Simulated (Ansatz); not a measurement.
Species: sum formula H8Si3O2 (charge 0, singlet). SMILES: [SiH3]O[SiH2]O[SiH3]
Geometry from a B3LYP-D3(BJ)/def2-TZVP (Ansatz, a first-principles code) optimisation:
```
O
Si 1 1.6309
O 2 1.6308 1 110.77
Si 3 1.6404 2 147.03 1 -54.29
Si 1 1.6404 2 147.12 3 -55.44
H 2 1.4752 3 109.76 4 64.01
H 2 1.4752 6 111.98 1 120.51
H 4 1.4778 3 108.29 2 -165.21
H 5 1.4778 1 108.29 2 -164.70
H 4 1.4804 8 109.69 3 119.78
H 5 1.4804 9 109.69 1 119.78
H 4 1.4817 8 109.68 10 119.91
H 5 1.4817 9 109.67 11 119.92
```

Quantity: atomisation energy (electronic, to ground-state atoms), in kcal/mol. Valence correlation only, unless marked. UHF or UKS for open shells. No spin-orbit coupling. No relativistic terms. The coupled-cluster limit lacks core correlation, which all-electron functionals hold. CBS(X,Y): correlation extrapolated as X^-3; Hartree-Fock from the larger set.

```
level                          program  atomisation energy (kcal/mol)
----------------------  --------------  -----------------------------
HF/aug-cc-pV(T+d)Z              Ansatz                          817.3
PBE/def2-TZVPD                  Ansatz                         1051.5
BLYP-D3(BJ)/def2-TZVPD  Ansatz + dftd3                         1061.7
PBE0/6-31G*                     Ansatz                         1024.2
```

Predict the CCSD(T)/CBS(cc-pV(T+d)Z,cc-pV(Q+d)Z) result (Ansatz).

1082.8 kcal/mol
